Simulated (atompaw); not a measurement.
## What one change does to a pseudopotential (Hf, PAW (atompaw))

| Quantity | Value |
| --- | --- |
| Element | hafnium |
| Generator | atompaw 4.2.0.5 |
| Type | PAW |
| Functional | PBE |
| Relativity | scalar-relativistic |
| Frozen core | [Kr] 4d10 |
| Valence charge | 26 |
| Reference configuration | 4f14 5s2 5p6 5d1 6s0 6p0 (charge +3) |
| Partial waves | 5s (bound): rc 1.25 bohr; 6s (bound, empty): rc 1.75 bohr; 5p (bound): rc 2.30 bohr; 6p (bound, empty): rc 3.00 bohr; 5d (bound): rc 3.00 bohr; 5d channel at -0.35 Ry: rc 3.00 bohr; 4f (bound): rc 0.80 bohr; 4f channel at -1.85 Ry: rc 0.80 bohr |
| Local potential | ultrasoft scheme with l = 4 at 0 Ry, radius 2.35 bohr |
| Core correction | smooth core density matched at 1.70 bohr |
| Augmentation charge | sinc compensation charge, radius 2.35 bohr; PAW radius 3.00 bohr; waves and projectors: custom polynom gramschmidtortho |

Change: reference 4f14 5s2 5p6 5d2 6s1.5 6p0.5.

Cutoffs: the cutoffs (Ry, on a coarse ladder) from which the occupation-weighted sum of valence levels, in a spherical-Bessel basis at the reference potential, stays within 10 and 1 mRy of its value at 400 Ry; they do not see the model core or the augmentation charge, which bear on the density cutoff.

Task: What does the change do?

Result: The range in which the s phases agree widens (upper end 1.2 → 3.0); the range in which the p phases agree widens (upper end 0.2 → 3.9); neither file shows a bound ghost.

| quantity | base | changed |
| --- | --- | --- |
| cutoff, loose | over 300 Ry | over 300 Ry |
| cutoff, tight | over 300 Ry | over 300 Ry |
| bound ghosts | none | none |
| s: phases at 3.00 bohr within 0.05 rad from the reference energy up to (Ry; the scan ends near 5) | 1.2 | 3.0 |
| p: phases at 3.00 bohr within 0.05 rad from the reference energy up to (Ry; the scan ends near 5) | 0.2 | 3.9 |
| d: phases at 3.00 bohr within 0.05 rad from the reference energy up to (Ry; the scan ends near 5) | to the end of the scan | 2.0 |
| f: phases at 3.00 bohr within 0.05 rad from the reference energy up to (Ry; the scan ends near 5) | 1.6 | 1.0 |
| lowest overlap eigenvalue by channel | s 0.23, p 0.61, d 0.88, f 1.00 | s 0.25, p 0.63, d 0.94, f 1.00 |

 The cutoffs see the waves, projectors and local potential, not the compensation charge or the core.
